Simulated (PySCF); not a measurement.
**Exercise with solution: chemical shift, span and skew from a shielding tensor**

Si(F)2(OH)(SH) (F2H2OSSi), SMILES O[Si](F)(S)F. Atoms are numbered in the order given.

```xyz
7

O      0.1747     1.6671     0.5566
Si    -0.2456     0.2210    -0.0757
F     -0.4870     0.2846    -1.6621
F     -1.6740    -0.2022     0.5381
S      1.2801    -1.1766     0.2815
H     -0.5277     2.3057     0.7182
H      1.5358    -0.6513     1.5002
```

The structure is a stationary point at PBE0-D3(BJ)/def2-SVP. The values are those of a single conformer.

GIAO shieldings from B3LYP/pcSseg-1 (PySCF), non-relativistic, no solvent. The symmetric part of the tensor of Si2 has the principal values 340.6, 373.7, 427.3 ppm. The same nucleus in TMS has σ = 338.7 ppm at this level (PySCF, at its B3LYP-D3(BJ)/def2-TZVP geometry).

Question: Work out the isotropic shielding, the ²⁹Si shift against TMS, the span and the skew.

Answer: 
σ(iso) = (σ11 + σ22 + σ33)/3 = 380.5 ppm. δ = σ(ref) − σ(iso) = 338.7 − (380.5) = -41.8 ppm.
Span Ω = σ33 − σ11 = 86.7 ppm. Skew κ = 3(σ(iso) − σ22)/Ω = 0.24. Tumbling in solution averages the tensor to δ; in a static solid the shielding alone would spread this spin-1/2 line over Ω.
